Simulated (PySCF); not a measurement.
CH6BBrSi.
Z-matrix (Å and degrees, PBE0-D3(BJ)/def2-SVP geometry), rows numbered from 1:
```
Si
C   1  1.9023
B   2  1.5395  1  108.63
Br  3  1.9145  2  120.98  1   -91.10
H   1  1.4936  2  110.35  3   -56.76
H   1  1.4922  2  110.26  3    63.81
H   1  1.4941  2  109.02  3  -176.31
H   2  1.1028  1  105.21  3   119.79
H   2  1.1013  1  106.16  3  -123.09
H   3  1.2057  2  123.35  1    85.27
```

Linear response at CAM-B3LYP/def2-SVPD (PySCF, frozen core in the response, non-relativistic). Relativistic effects, spin–orbit coupling among them, are left out although an element past zinc is present.

Static isotropic polarisability: 76.39 au (11.32 Å³), principal values 65.6, 70.2, 93.4 au.

**Question.** What is the polarisability at 1064 nm and at the sodium D line?

**Answer.** 77.19 au at 1064 nm (+1.0 %), 79.08 au at 589.3 nm (+3.5 %). The rise at 589.3 nm is 3.38 times that at 1064 nm; a pure ω² law gives 3.26. The lowest singlet lies at 243 nm, shorter than both wavelengths.

**Question.** What is the isotropic C6 coefficient between two such molecules, C6 = (3/π)∫α(iω)² dω?

**Answer.** 2073 au (Eh·bohr⁶) by a ten-point quadrature over imaginary frequencies, which is 1240 eV·Å⁶ or 120 J·nm⁶/mol.

**Question.** Which effective excitation energy ω̄ makes London's formula C6 = (3/4)α²ω̄ exact here?

**Answer.** ω̄ = 4·C6/(3α²) = 0.474 Eh = 12.9 eV. A one-pole form α(ω) = α/(1 − ω²/ω̄²) fitted to the 1064 nm value gives 11.5 eV. London's choice of the ionisation energy (10.40 eV, ΔSCF at the same level) gives C6 = 1670 au, 19 % too low.

**Question.** What molar refraction at the D line follows from R = (4π/3)·N_A·α′, with α′ the polarisability volume?

**Answer.** α′ = 11.72 Å³ gives R = 29.56 cm³/mol, for isolated, non-vibrating species.

**Question.** How many electrons N does the Slater–Kirkwood formula C6 = (3/4)·√N·α^(3/2) need to give this C6?

**Answer.** N = (4·C6/3)²/α³ = 17.1; the species has 66 electrons in all.

**Question.** What n − 1 at the D line would an ideal gas of it have at 273.15 K and 1 atm (2.6868 × 10¹⁹ cm⁻³), by n − 1 = 2π·N·α′?

**Answer.** 19.78 × 10⁻⁴, a formal value whether or not that pressure can be reached.

**Question.** The lowest 10 singlets have (eV, f): 5.11, 0.003; 6.38, 0.194; 6.84, 0.006; 7.17, 0.024; 7.45, 0.046; 7.55, 0.026; 7.71, 0.001; 7.87, 0.018; 8.13, 0.028; 8.38, 0.016. What share of the static polarisability do they carry in the sum over states α = Σ f/ω²?

**Answer.** 5.74 au, 7.5 % of α; the largest term, 3.53 au, is that of the state at 6.38 eV. Their oscillator strengths add up to 0.36. Higher states carry the rest.

**Question.** How anisotropic is the static polarisability, by Δα² = ½[(α1 − α2)² + (α2 − α3)² + (α3 − α1)²]?

**Answer.** Δα = 25.8 au, or 0.34 of the isotropic value.

**Question.** What three-body coefficient follows from the one-pole estimate C9 = (3/4)·α·C6?

**Answer.** 119000 au. This is an estimate from the two numbers above, not a computed integral.

On Arm Neoverse N1, one thread, shared host, this took 2.4 min and 0.74 GiB of memory at its peak. This is the whole response run at CAM-B3LYP/def2-SVPD, SCF included.

One conformer stands for the species.
